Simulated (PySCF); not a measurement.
Si(F)(Cl)(Me)(OH) (CH₄ClFOSi), SMILES C[Si](O)(F)Cl. Atoms are numbered in the order given.

```xyz
9

C      1.8025    -0.1911    -0.7968
Si     0.0231    -0.0199    -0.3444
O     -0.8300    -1.2800    -0.9691
F     -0.5751     1.3754    -0.9184
Cl    -0.2398     0.0784     1.7076
H      2.2219    -1.1126    -0.3655
H      2.3796     0.6659    -0.4179
H      1.9145    -0.2346    -1.8915
H     -1.7617    -1.3651    -0.7330
```

Coordinates come from a B3LYP-D3(BJ)/def2-SVP optimisation. This is a generated structure with no PubChem entry under its InChIKey; it may be hypothetical. Other conformers were not sampled.

Method: KT2/pcSseg-1 in PySCF.

GIAO shieldings, no solvent; atoms alike by connectivity are averaged. δ = σ(ref) − σ: ¹³C against TMS (σ = 185.1 ppm); ²⁹Si against TMS (σ = 361.9 ppm); ¹⁷O against H2O (σ = 330.4 ppm); ¹⁹F against CFCl3 (σ = 127.1 ppm); ³⁵Cl against HCl (σ = 945.4 ppm); ¹H against TMS (σ = 31.47 ppm), references at their B3LYP-D3(BJ)/def2-TZVP geometries, non-relativistic (without spin–orbit terms, shifts of atoms bonded to Cl or Br come out too high).

Computed chemical shifts:
```csv
nucleus,atoms,count,δ (ppm)
¹³C,C1,1,0.6
²⁹Si,Si2,1,-4.5
¹⁷O,O3,1,86.7
¹⁹F,F4,1,-144.6
³⁵Cl,Cl5,1,94.0
¹H,H9,1,2.85
¹H,"H6, H7, H8",3,0.76
```
